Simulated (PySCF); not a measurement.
Compound: C5H5NO3.
Geometry (PBE0-D3(BJ)/def2-SVP, Å), atoms numbered from 1 in this order:
```
atom  x, y, z in Å
C1     2.834   -0.110   -0.302
O2     1.461   -0.236   -0.628
C3     0.609    0.101    0.330
O4     0.929    0.488    1.425
C5    -0.811   -0.040   -0.081
C6    -1.932    0.278    0.734
C7    -2.980   -0.022   -0.077
O8    -2.528   -0.471   -1.254
N9    -1.177   -0.485   -1.261
H10    3.390   -0.403   -1.200
H11    3.097   -0.765    0.542
H12    3.076    0.927   -0.024
H13   -1.924    0.663    1.749
H14   -4.061    0.028    0.031
```

Computed with TDDFT CAM-B3LYP/def2-SVPD, vertical, gas phase, core orbitals frozen in the response (PySCF).

Frontier orbitals with the atoms that hold most of them (Löwdin shares over 4%, at most four atoms; ? is withheld):

```
orbital  ε (eV)                           atoms
 LUMO+2    1.22  C1 18%, C3 15%, C7 11%, C6 10%
 LUMO+1    0.95   C7 28%, C6 25%, O8 10%, C3 9%
   LUMO   -0.46  N9 25%, C5 16%, C3 16%, O4 15%
   HOMO       ?                               ?
 HOMO-1  -10.15                               ?
 HOMO-2  -10.42  C5 26%, O8 26%, N9 14%, C6 13%
 HOMO-3  -10.62   O2 45%, O4 24%, C1 11%, C3 7%
```

Q: Which atoms hold the HOMO, and with what shares?

A: C7 (bonded to C, O and H) 29%; C6 (bonded to 2 C and H) 26%; N9 (bonded to C and O) 24%; O8 (bonded to C and N) 8%. By element: carbon 55% or more, nitrogen 24%, oxygen 8% or more.

Q: Which atoms hold the HOMO-1, and with what shares?

A: O4 (bonded to C) 68%; O2 (bonded to 2 C) 11%; C3 (bonded to C and 2 O) 9%; C5 (bonded to 2 C and N) 6%. By element: oxygen 79% or more, carbon 15% or more.

Q: What is the HOMO energy, and the HOMO–LUMO gap?

A: ε(HOMO) = -9.56 eV; the gap is 9.10 eV (0.3344 hartree).

Q: The HOMO–LUMO gap is 9.10 eV. Where does the response calculation put the lowest singlet, and from which orbitals?

A: S1 is at 5.37 eV (f = 0.0001), 3.73 eV below the gap, made of HOMO-1→LUMO (84%), HOMO-1→LUMO+1 (10%). Its leading pair isn't HOMO and LUMO; the energies of that pair differ by 9.69 eV. 

Q: One configuration dominates each of S1, S2, S4 and S6. Which, and how do the shares of the two leading atoms of either orbital change from the occupied to the empty one?

A: 
- S1 (5.37 eV, f 0.0001), HOMO-1→LUMO (84%): O4 68% → 15%, O2 11% → at most 16%, N9 at most 6% → 25%, C5 6% → 16%
- S2 (6.03 eV, f 0.046), HOMO→LUMO (71%): C7 29% → at most 16%, C6 26% → at most 16%, N9 24% → 25%, C5 at most 8% → 16%
- S4 (6.80 eV, f 0.129), HOMO-2→LUMO (75%): C5 26% → 16%, O8 26% → at most 16%, N9 14% → 25%
- S6 (7.59 eV, f 0.412), HOMO→LUMO+1 (73%): C7 29% → 28%, C6 26% → 25%

Time: 7.1 min of wall time. Hardware: one thread of an Arm Neoverse V2 (shared host).

One conformer stands for the species.
